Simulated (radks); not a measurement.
Results of a calculation; reference values are marked as such.
Neutral bromine inside a hard spherical wall (all orbitals vanish at R), configuration held at [Ar] 3d10 4s2 4p5 and not refilled when levels cross. Code: a radial shooting solver on a logarithmic mesh with Libxc functionals. Model: scalar-relativistic Kohn-Sham, PBEsol, spin-polarised, spherical densities, finite nucleus; open shells are filled with parallel spins first; Fermi nuclear charge, rms radius 4.1629 fm. Eigenvalues in eV for spin up, with the zero of energy where the potential of the charges vanishes at infinity; a dash marks a level that is unbound or too diffuse for the functional's potential to be trusted. A positive occupied level is held by the wall or, in an anion where self-interaction has pushed it up, behind a barrier. The pressure on the wall is -dE/dV.

R (bohr)  E (hartree)  kinetic (hartree)    e(3p)    e(3d)    e(4s)   e(4p)  e(5s, empty)  e(5p, empty)  pressure (GPa)
free      -2604.67555           2660.741  -173.27  -66.741  -20.486  -8.191             -             -               0
20        -2604.67555           2660.741  -173.27  -66.741  -20.486  -8.191             -             -        < 0.0001
8         -2604.67503           2660.747  -173.23  -66.700  -20.451  -8.158         0.858         3.420          0.0287
5         -2604.62509           2661.081  -171.68  -65.156  -19.279  -6.932         8.582        14.823            7.40
3.5       -2604.09331           2663.645  -164.34  -57.910  -13.781  -0.466        34.101        45.566             191
2.5       -2601.10637           2674.537  -145.89  -39.805    4.401  21.445        107.49        125.42            2600
1.5       -2571.11739           2763.572  -75.419   32.279   136.64  167.28        502.21        523.77           94300
